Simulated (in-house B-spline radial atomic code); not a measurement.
**The argon ion Ar⁷⁺: [Ne] 3s1**

Level of theory: Dirac-Kohn-Sham PBE0, spherical fractional occupations, Fermi nucleus of rms radius 3.4274 fm; calculated with a B-spline radial code for spherical atoms.

Effective charges: Z_r = [3n² - l(l+1)]/(2<r>) from the radius, Z_e = n√(-2ε) from the energy, and Slater's rules. Values are occupation-weighted means over j.

```json
{"shell": "1s", "electrons": "2", "ε (eV)": "-3297", "<r> (bohr)": "0.08567", "Z_r": "17.51", "Z_e": "15.57", "Slater": "17.70"}
{"shell": "2s", "electrons": "2", "ε (eV)": "-445.41", "<r> (bohr)": "0.409", "Z_r": "14.67", "Z_e": "11.44", "Slater": "13.85"}
{"shell": "2p", "electrons": "6", "ε (eV)": "-376.64", "<r> (bohr)": "0.3711", "Z_r": "13.47", "Z_e": "10.52", "Slater": "13.85"}
{"shell": "3s", "electrons": "1", "ε (eV)": "-134.07", "<r> (bohr)": "1.159", "Z_r": "11.65", "Z_e": "9.42", "Slater": "9.20"}
```

The least bound orbital is 3s1/2 at -134.1 eV, and it is also the most diffuse (<r> = 1.159 bohr).

Spin-orbit splittings of the orbital energies (j = l + 1/2 above j = l - 1/2 when positive): 2p 2.309 eV.

For the 1s electron the small component carries 0.412 % of the norm, the zero-frequency Breit interaction raises the level by 2.537 eV, self-energy by 1.158 eV, and vacuum polarisation lowers it by 0.08113 eV.

Caution: exact exchange at fractional occupations of open shells leaves self-interaction of up to several eV.
